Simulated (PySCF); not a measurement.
Molecule: SMILES c1cc(OC)cs1, C5H6OS.

Atoms are numbered as in `[CH3:1][O:2][c:3]1[cH:4][cH:5][s:6][cH:7]1`; H(Xn) means a hydrogen on atom n.

Geometry PBE0-D3(BJ)/def2-SVP throughout; GIAO in PySCF, gas phase, one conformer, non-relativistic; equivalent atoms averaged; functional PBE0.

For orientation, cc-pVTZ gives these absolute shieldings σ: C5 55.9, C4 64.6, C1 131.8, O2 235.5, S6 343.6, H(C5) 24.07, H(C4) 24.57, H(C7) 25.21, H(C1) 27.64 ppm.

A run gave: C5 51.1, C4 62.6, C1 133.7, O2 245.7, S6 367.7, H(C5) 26.13, H(C4) 26.16, H(C7) 27.42, H(C1) 28.75 ppm (absolute shieldings σ).

Task: Which basis set was used in that run?
A. aug-cc-pVDZ
B. 6-31G*
C. STO-3G
D. pcSseg-0

Result: D. C5 tells them apart best: pcSseg-0 gives 51.1, STO-3G gives 117.4, aug-cc-pVDZ gives 67.7, 6-31G* gives 72.5 ppm.
